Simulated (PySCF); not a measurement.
**Working out the ionisation energy of O²⁺**

O²⁺ [He] 2s2 2p2 (3P) → O³⁺ [He] 2s2 2p1 (2P). Calculation: PySCF 2.14, in 6-31G* (3s2p1d, 14 functions); no relativity, point nucleus. Frozen: 1s2. Energies in hartree (1 hartree = 27.21139 eV):

```csv
part,O²⁺ (lower),O³⁺ (upper)
UHF,-73.067307,-71.057776
CCSD correlation,-0.069073,-0.076433
(T),-0.000475,-0.000307
```

What does Hartree-Fock give?

(-71.057776) − (-73.067307) = 2.009531 hartree = 54.682 eV.

What do CCSD and CCSD(T) give?

The CCSD correlation energies differ by -0.007360 hartree = -0.200 eV and the triples by 0.000168 hartree = 0.005 eV, so CCSD gives 54.482 eV and CCSD(T) 54.487 eV.

Reference: 54.936 eV (semi-empirical (NIST evaluation); NIST Atomic Spectra Database, ionization energies), between the lowest levels; spin-orbit coupling is absent from the calculation.

What remains against the reference includes basis incompleteness, the frozen core and higher excitations.
